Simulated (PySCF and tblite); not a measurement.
Results of a calculation; reference values are marked as such.
System: cyclobutanecarboxylic acid, C₅H₈O₂, numbered as in [O:1]=[C:2]([OH:3])[CH:4]1[CH2:5][CH2:6][CH2:7]1.

The path came from a restrained scan, a climbing-image band and a saddle search at GFN2-xTB; energies are PBE0/pcSseg-1 + D3(BJ)//PBE0-D3(BJ)/def2-SVP, thermal terms GFN2-xTB. Rate constants are transition-state-theory values, counting equivalent paths, without tunnelling. Run with tblite and PySCF.

Tunnelling of the moving H, left out here, will speed the real process. In real samples such hydrogens mostly exchange between molecules or through solvent, far faster than by this path.

Problem. Estimate the barrier and the room-temperature rate of the shift of H on O3 from O3 to O1.

Solution. The electronic barrier is 32.4 kcal/mol and ΔG‡(298 K) 29.3 kcal/mol, over a C1 saddle with an imaginary mode of 1769i cm⁻¹ (GFN2-xTB). With 1 equivalent path, k is 2.2×10⁻⁹ s⁻¹. The end lies 1.0 kcal/mol above the start in free energy.
